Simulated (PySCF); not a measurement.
Ionising PbO

PBE; Pb cc-pVDZ-PP with ECP60, O cc-pVDZ; scalar-relativistic core potentials (PySCF 2.14). Neutral (UKS): singlet (closed shell), Re = 1.967 Å, ωe = 715 cm⁻¹, De = 5.30 eV, HOMO -5.91 eV, LUMO -2.75 eV.

PbO⁺ (UKS): doublet (π ↑), Re = 2.135 Å, ωe = 550 cm⁻¹. The energies at the minima are -268.03470 hartree for PbO and -267.70496 for PbO⁺.

Problem. Work out the adiabatic ionisation energy, without and with harmonic zero-point energies (1 hartree = 27.2114 eV, 1 eV = 8065.5 cm⁻¹), and the change of the bond length.

Solution. At PBE: 0.32974 hartree = 8.973 eV between the minima; the zero-point term (550.0 − 715.0)/2 cm⁻¹ = -0.010 eV makes it 8.962 eV. Re changes by +16.8 pm against the neutral. Minus the HOMO energy is 5.91 eV, -3.06 eV from the value between the minima; self-interaction puts the Kohn–Sham level too high, less so with exact exchange. The electron leaves a π orbital; in so polar a molecule the change of length follows mostly from the change of the ionic charges.

These are scalar-relativistic numbers at best; spin–orbit coupling would shift them, the dissociation energy most. States were picked by a PBE0 search and need not be the measured ground states.
